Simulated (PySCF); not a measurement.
C2H6F2Si, SMILES C[Si@H](F)CF. Atoms are numbered in the order given.

```xyz
11

C      1.9463    -0.5565    -0.6552
Si     0.3853     0.3490    -0.1965
F      0.5606     0.9550     1.3075
C     -1.0851    -0.8367    -0.1864
F     -2.2710    -0.1557    -0.0096
H      2.8174     0.1124    -0.5818
H      1.8957    -0.9329    -1.6892
H      2.1203    -1.4129     0.0148
H      0.0981     1.4953    -1.1019
H     -1.1274    -1.3968    -1.1400
H     -0.9724    -1.5867     0.6184
```

The structure is a stationary point at PBE0-D3(BJ)/def2-SVP. The structure was generated by enumeration; whether it is a known compound was not checked. Other conformers were not sampled.

Two levels are set side by side: PBE/pcSseg-1 (PySCF) and PBE0/pcSseg-1 (PySCF). GIAO shifts against CFCl3 (¹⁹F), TMS (²⁹Si), TMS (¹H), TMS (¹³C) at the same level; non-relativistic, no solvent, atoms listed together averaged. Differences are taken from unrounded values.

| quantity | PBE0 |
|---|---|
| δ(¹³C) of C1 (ppm) | -2.5 |
| δ(²⁹Si) of Si2 (ppm) | 23.1 |
| δ(¹⁹F) of F3 (ppm) | -212.4 |
| δ(¹³C) of C4 (ppm) | 80.4 |
| δ(¹⁹F) of F5 (ppm) | -309.2 |
| δ(¹H) of H9 (ppm) | 5.59 |

Question: What does PBE give, and how far is it from PBE0? (An estimate is asked for; the answer gives what the named calculation found.)

Answer: 
```tsv
quantity	PBE	PBE minus PBE0
δ(¹³C) of C1 (ppm)	-2.6	-0.1
δ(²⁹Si) of Si2 (ppm)	24.5	1.4
δ(¹⁹F) of F3 (ppm)	-233.1	-20.7
δ(¹³C) of C4 (ppm)	84.0	3.6
δ(¹⁹F) of F5 (ppm)	-329.4	-20.2
δ(¹H) of H9 (ppm)	5.78	0.19
```

Rough cost on one machine, each run with all the roots and properties that it gave: PBE0 against PBE within a factor of 2.
